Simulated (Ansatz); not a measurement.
In₄N₄H₁₆, a cluster cut from zinc blende InN (hydrogen-capped). Total charge 0; triplet. Geometry r2SCAN-D4/def2-SVP, that of the neutral singlet; atoms count from 1.

Cartesian coordinates in Å:
```
N -0.4690 -2.0949 0.1793
N -0.4611 1.3353 1.6342
N -1.2197 0.6979 -1.6431
N 2.1442 0.0663 -0.1714
In -1.7544 -1.4701 -1.5388
In -1.7601 2.1209 -0.0062
In 1.7599 -2.1272 0.0177
In 1.7680 1.4656 1.5298
H -0.7284 -3.0730 0.3506
H -0.7628 -1.6246 1.0402
H -0.7105 1.9064 2.4496
H -0.7566 0.3953 1.9132
H -1.7355 1.0458 -2.4593
H -0.2416 0.8185 -1.9212
H 1.7355 0.4308 -1.0368
H 3.1532 0.1373 -0.3449
H -3.3860 -1.4878 -0.9714
H -1.0361 -2.2248 -2.9166
H -3.3857 1.7089 0.4084
H -1.0580 3.6437 -0.4215
H 2.3667 -2.5445 1.5804
H 2.0743 -2.8237 -1.5316
H 2.3801 0.6386 2.9174
H 2.0836 3.0592 0.9421
```

In the def2 sets In takes a core potential; there is no spin–orbit coupling. Single mean-field runs in def2-TZVP are fitted with def2-universal-jkfit. At PBE0-D4/def2-TZVP a singlet of charge 0 lies 5.62 eV below the triplet at the same geometry.

(1) Estimate the Mulliken populations from the PBE0/def2-TZVP orbitals of Ansatz.

(2) Where does the spin sit?

(3) And the Mayer bond orders between heavy atoms (over 0.3)?

Results:

(1) 
```tsv
atom	charge (e)	spin (α − β)
N1	-0.77	-0.02
N2	-0.33	0.32
N3	-0.82	0.00
N4	-0.81	0.00
In5	0.52	0.03
In6	0.26	0.41
In7	0.52	0.04
In8	0.26	0.41
H9	0.26	0.01
H10	0.19	0.07
H11	0.19	0.11
H12	0.09	0.20
H13	0.28	-0.01
H14	0.24	0.00
H15	0.24	0.00
H16	0.28	-0.01
H17	-0.11	0.02
H18	-0.11	0.00
H19	0.00	0.22
H20	-0.08	-0.02
H21	-0.11	0.02
H22	-0.11	0.00
H23	0.00	0.22
H24	-0.08	-0.02
```
Mulliken values depend strongly on the basis.

(2) Summed by element: N 0.30, In 0.89, H 0.81, of 2 unpaired in all. Largest on single atoms: In8 0.41, In6 0.41, N2 0.32.

(3) N1–In5 0.53 (2.23 Å); N1–In7 0.53 (2.23 Å); N3–In5 0.49 (2.24 Å); N3–In6 0.54 (2.24 Å); N4–In7 0.49 (2.23 Å); N4–In8 0.54 (2.23 Å).
